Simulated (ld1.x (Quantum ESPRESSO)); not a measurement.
# Ranking TM potentials for lithium (Li)

All share these settings but for the change named:

lithium, norm-conserving Troullier–Martins (Kleinman–Bylander form), made with ld1.x (Quantum ESPRESSO) 7.5 (PBE, scalar-relativistic). Core [He], reference 2s0.5 2p0.5. Waves: 2p (bound): rc 4.20 bohr; 3d channel at 0.25 Ry: rc 4.00 bohr; 2s (bound): rc 2.10 bohr. Local part: the s channel. Core correction: a·sin(br)/r model core, default radius (core density twice the valence density).

Test errors are all-electron minus pseudo excitation energies from the reference, over 2s1 2p0; 2s0.5 2p0; 2s0 2p1. None of these files shows a bound ghost.

The base gives 2.7 meV.

Of 7 variants that were run, those that failed, showed a ghost or another fault, or gave nearly equal values are left out.

A variant can come out equal or close to the base, since the largest error may sit in a test that the change hardly touches while other tests move.

**Question.** Rank these variants by their largest absolute test error, smallest first.
A. core correction a·sin(br)/r model core inside 1.12 bohr
B. local potential the d channel
C. functional Wu–Cohen

**Answer.** A (2.1 meV), B (2.8 meV), C (3.2 meV).
